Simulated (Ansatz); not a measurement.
Consider the formal exchange of groups at a C–F bond: `FC[SiH](F)Cl` + acetylene → `C#CC[SiH](F)Cl` + H–F.

Computed with Ansatz on PBE0-D4/def2-TZVP structures; ΔE is electronic, products minus reactants. CCSD(T)/CBS adds triple-zeta CCSD(T) − MP2 to the extrapolated MP2 energy (def2 sets, frozen cores). This one scheme is used for every species. DFT in def2-TZVPP. One conformer a species, not always the lowest.

`FC[SiH](F)Cl`:

```xyz
8

F    -0.388   -1.306   -1.451
C     0.485   -0.578   -0.653
Si   -0.485    0.463    0.570
F    -1.306    1.576   -0.212
Cl    0.873    1.385    1.781
H     1.108    0.053   -1.296
H     1.144   -1.276   -0.126
H    -1.432   -0.316    1.388
```

`C#C`:

Cartesian coordinates in Å:
```
C 0.049 0.317 0.505
C -0.049 -0.317 -0.505
H 0.136 0.882 1.404
H -0.136 -0.882 -1.404
```

`C#CC[SiH](F)Cl`:

Cartesian coordinates in Å:
```
C 0.044 2.259 0.729
C 0.393 1.247 0.187
C 0.746 -0.003 -0.448
Si -0.612 -1.261 -0.195
F -0.240 -2.558 -1.041
Cl -0.719 -1.795 1.766
H -0.248 3.164 1.208
H 1.681 -0.405 -0.044
H 0.888 0.130 -1.527
H -1.933 -0.778 -0.637
```

H–F:

```xyz
2

F    -0.271   -0.312    0.201
H     0.271    0.312   -0.201
```

CCSD(T)/CBS gives -101.4 kJ/mol.

(1) Another level gave -91.4 kJ/mol. Which?
A. HF/def2-TZVPP
B. CCSD(T)/def2-TZVPP
C. MP2/def2-TZVPP
D. B2PLYP/def2-TZVPP

Largest T1 diagnostic among the species: 0.013.

## Answers

(1) D. B2PLYP -91.4, HF/def2-TZVPP -77.9, CCSD(T)/def2-TZVPP -98.3, MP2/def2-TZVPP -113.8 kJ/mol.

The D4 term adds −8.6 kJ/mol with B3LYP and −4.9 kJ/mol with PBE0; it sums over pairs of atoms, weighted by their polarisabilities, and B3LYP, whose exchange is more repulsive, gets the larger term. From PBE to PBE0 (25 % exact exchange), in def2-TZVPP and without D4, ΔE moves by −5.9 kJ/mol. In def2-TZVPP, CCSD(T) changes the Hartree–Fock value by −20.5 kJ/mol (the triples alone add −2.3 kJ/mol) and MP2 by −35.9 kJ/mol.

B3LYP here is the variant with VWN-RPA as its local correlation; programs differ in this.
